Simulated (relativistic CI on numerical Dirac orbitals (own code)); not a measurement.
**One change at a time: Er51+**

Base calculation: Dirac-Coulomb-Breit CI, KLI orbitals optimised for each configuration, model QED, unscaled Slater integrals.

CI space (outside the closed core [Ne]): 3s2 3p5, 3s 3p6, 3s2 3p4 3d, 3s 3p5 3d, 3p6 3d, 3s 3p4 3d2, 3s2 3p3 3d 4p, 3p6 4s, 3s 3p4 3d 4s, 3s2 3p4 4s, 3p6 4p, 3s2 3p4 4p, 3s2 3p3 3d2, 3s2 3p2 3d3, 3s 3p3 3d3, 3s2 3p2 3d2 4s, 3s2 3p2 3d2 4p. Double excitations out of closed p, d and f shells are left out; levels of such configurations are missing from the list, as are those of other unlisted configurations, and high levels can miss mixing partners.

Variants: (1) valence Slater integrals scaled by 0.9; (2) Breit term removed; (3) non-relativistic limit. Shifts of the energy above 3s2 3p5 2P°_3/2, in eV, for the lowest level and the first level of each name with at least 55 % of one term (blank where a level changes its place among those of its configuration and J or its character, or is not in the variant):

```
            Level     Base    Δ(1)    Δ(2)      Δ(3)
  3s2 3p5 2P°_3/2    0.000   0.000   0.000     0.000
  3s2 3p5 2P°_1/2  231.821  +0.223  +2.602  -231.821
3s2 3p4 3d 2D_3/2  237.488  -1.166  +1.000          
3s2 3p4 3d 4F_9/2  268.385  +0.564  +3.247   -65.307
    3s 3p6 2S_1/2  402.424  +2.734  +0.765  -264.999
3s2 3p4 3d 4D_1/2  432.644  +2.362  +3.622          
3s2 3p4 3d 2G_7/2  451.804  +0.260  +4.645  -237.660
3s2 3p4 3d 2G_9/2  503.746  +0.293  +6.202  -289.602
3s 3p5 3d 4P°_1/2  595.907  +4.632  +1.263  -271.138
```

At this charge energies of transitions that change n are usually good to better than 1 %, and those within a shell (Δn = 0) to a few per cent.

Ionisation energy from the two ground configurations alone: base 4747.28 eV; Breit term removed 4751.9 eV. The NIST ASD value (theoretical) is 4748 eV.

LS names give the leading component of a level, which can be under half, so a name can repeat, a term be missing and a line seem to break the LS rules.
